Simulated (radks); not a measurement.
Valence configurations of Br+ (all share [Ar]). All-electron calculation, scalar-relativistic Kohn-Sham, BLYP, spin-polarised, spherical densities, finite nucleus; open shells are filled with parallel spins first; Fermi nuclear charge, rms radius 4.1629 fm. Program: a radial shooting solver on a logarithmic mesh with Libxc functionals. Energies are relative to 3d10 4s2 4p4; eigenvalues in eV for spin up.

valence	E (eV)	moment (Bohr magnetons)	e(3d)	e(4p)	e(4s)
3d10 4s2 4p4	0.000	2	-77.778	-17.971	-30.956
3d10 4s1.5 4p4.5	6.472	2	-78.594	-18.327	-31.433
3d10 4s1 4p5	12.969	2	-79.401	-18.677	-31.902
3d10 4p6	27.060	0	-80.827	-18.588	-
3d9.5 4s2 4p4.5	31.780	2	-84.572	-18.782	-32.231
3d9.5 4s1.5 4p5	38.469	2	-85.359	-19.123	-32.686
3d9 4s2 4p5	66.041	2	-91.480	-19.566	-33.462
3d9 4s1 4p6	79.861	2	-92.993	-20.218	-34.327
3d8.5 4s1.5 4p6	109.93	2	-99.239	-20.647	-35.075
3d8 4s2 4p6	142.18	2	-105.64	-21.082	-35.823

NIST lists [Ar] 3d10 4s2 4p4 as the ground configuration; this level of theory agrees among the configurations tried. The energies are those of spherical high-spin densities, not of single terms.
